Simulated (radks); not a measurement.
Question: Excited configurations of neutral osmium: one electron is placed in a higher orbital outside [Xe] 4f14 5d6 6s1. The ground configuration is [Xe] 4f14 5d6 6s2. All-electron calculation, Dirac Kohn-Sham, PBE, spin-unpolarised, spherical densities, finite nucleus; open shells fill j = l - 1/2 first; Fermi nuclear charge, rms radius 5.4126 fm. Program: a radial shooting solver on a logarithmic mesh with Libxc functionals. Excitation = E - E(ground); binding = E(ion) - E, where the ion is the core of charge +1; n* = 1/sqrt(2 binding) in atomic units, and the quantum defect is n - n*.

| outer orbital | excitation (eV) | binding (eV) | n* | quantum defect | eigenvalue (eV) | <r> (bohr) |
|---|---|---|---|---|---|---|
| 5f5/2 | 8.595 | 0.914 | 3.857 | 1.143 | -0.433 | 17.21 |
| 6p1/2 | 4.542 | 4.967 | 1.655 | 4.345 | -2.374 | 4.071 |
| 6f5/2 | 8.876 | 0.634 | 4.632 | 1.368 | -0.366 | 29.08 |
| 7s1/2 | 6.916 | 2.593 | 2.291 | 4.709 | -1.513 | 8.334 |
| 7p1/2 | 7.638 | 1.872 | 2.696 | 4.304 | -1.058 | 10.68 |
| 7d3/2 | 8.504 | 1.006 | 3.678 | 3.322 | -0.563 | 19.21 |
| 7f5/2 | 9.051 | 0.459 | 5.443 | 1.557 | -0.287 | 43.55 |

Estimate the row for 6d3/2.

Answer: excitation (eV) 7.910; binding (eV) 1.599; n* 2.917; quantum defect 3.083; eigenvalue (eV) -0.719; <r> (bohr) 10.24. The Delta-SCF ionisation energy is 9.510 eV (NIST Atomic Spectra Database: 8.438 eV, measured). Self-interaction in the functional shifts the binding energies and quantum defects, so they are the method's values and not measured ones. Spin polarisation and multiplet splitting are left out, so open shells lie too high by an amount that depends on their filling.

Beside tabulated values, note that spin-unpolarised runs miss the spin-polarisation part of the exchange energy of open shells.
